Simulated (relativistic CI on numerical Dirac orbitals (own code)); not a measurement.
## Rh²⁺: 4p photoemission

Computed with this model: Dirac-Coulomb-Breit CI, orbitals from a KLI potential per configuration, model QED (radiative potential, 1s self-energy scaled to tabulated hydrogen-like ionisation energies), multiplet model of photoemission in the sudden approximation, unscaled Slater integrals; configurations [Kr] 4d7 → [Ar] 3d10 4s2 4p5 4d7; 300 K; Lorentzian 0.84 eV and Gaussian 0.6 eV FWHM. Energies are those of the free ion, without screening or charge transfer. The energies are binding energies and can lie tens of eV above those of solids. S is read from ⟨S²⟩ = S(S + 1).

Field parameters in Wybourne normalisation: D3d B²₀ = −7Dσ, B⁴₀ = −14Dq − 21Dτ, B⁴₃ = −14√(10/7) Dq; D4h B²₀ = −7Ds, B⁴₀ = 21(Dq − Dt), B⁴₄ = 21√(5/14) Dq; Oh B⁴₀ = 21Dq, B⁴₄ = √(5/14) B⁴₀. The field is a parameter set, without covalency.

Computed curve for Oh, 10Dq = 9650 cm⁻¹, scaled to 100 at the maximum (points under 2 are left out and the grid is thinned):

```csv
Energy (eV),Intensity
70.5,2.1
71.0,2.6
71.4,3.1
71.9,4.1
72.4,5.9
72.8,8.3
73.3,14.7
73.8,33.4
74.2,70.1
74.7,98.7
75.1,68.1
75.6,45.8
76.1,45.8
76.5,47.3
77.0,54.8
77.5,53.3
77.9,51.0
78.4,46.0
78.9,46.5
79.3,48.9
79.8,44.6
80.3,39.7
80.7,29.9
81.2,18.0
81.6,14.3
82.1,14.0
82.6,16.8
83.0,23.2
83.5,36.8
84.0,40.2
84.4,38.6
84.9,29.1
85.4,16.0
85.8,10.4
86.3,8.0
86.8,9.0
87.2,10.2
87.7,10.0
88.1,9.3
88.6,10.1
89.1,10.7
89.5,10.9
90.0,13.9
90.5,17.6
90.9,16.6
91.4,17.8
91.9,25.3
92.3,30.7
92.8,35.2
93.3,38.7
93.7,40.5
94.2,30.9
94.6,18.4
95.1,8.8
95.6,5.0
96.0,3.6
96.5,3.0
97.0,3.2
97.4,3.2
97.9,2.1
```

The ground state has S = 1.49, and the centroid lies at 81.80 eV.
